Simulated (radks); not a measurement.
The numbers below are computed, except where a source is named.
All-electron atom: Mn+ in [Ar] 3d4 4s2 (not the ground configuration).

Level of theory: scalar-relativistic Kohn-Sham, PBE, spin-polarised, spherical densities, point nucleus; open shells are filled with parallel spins first (a radial shooting solver on a logarithmic mesh with Libxc functionals).

Energy parts (Ry):
| part | energy |
|---|---|
| total | -2315.92174 |
| kinetic | 2341.59953 |
| electron-nucleus | -5504.55337 |
| Hartree | 950.30454 |
| exchange-correlation | -103.27243 |

Orbitals (lengths in bohr, moments of r in powers of bohr; <r^-3> diverges for s and p1/2):
orbital  occ.  eigenvalue (Ry)       <r^4>     <r^2>  <r^-3>      <r>
1s up       1        -473.6040  0.00006402  0.004989       -  0.06090
1s down     1        -473.6047  0.00006401  0.004989       -  0.06090
2s up       1        -55.83621     0.01494   0.09239       -   0.2797
2s down     1        -55.69721     0.01481   0.09205       -   0.2792
2p up       3        -47.45444     0.01157   0.07529   417.5   0.2474
2p down     3        -47.34865     0.01144   0.07493   419.0   0.2469
3s up       1         -7.49954       1.085    0.8213       -   0.8442
3s down     1         -7.16330       1.110    0.8284       -   0.8475
3p up       3         -5.18298       1.504    0.9321   52.83   0.8905
3p down     3         -4.85419       1.572    0.9475   51.95   0.8969
3d up       4         -1.59614       5.226     1.475   4.644    1.075
3d down     0         -1.29659       7.262     1.678   4.376    1.134
4s up       1         -1.02509       95.83     7.798       -    2.616
4s down     1         -0.95438       113.5     8.478       -    2.728

The highest occupied level is 4s down at -12.985 eV. The configuration is held as typed, so some empty levels lie below it. The density falls to 0.001 e/bohr^3 at r = 4.15 bohr.
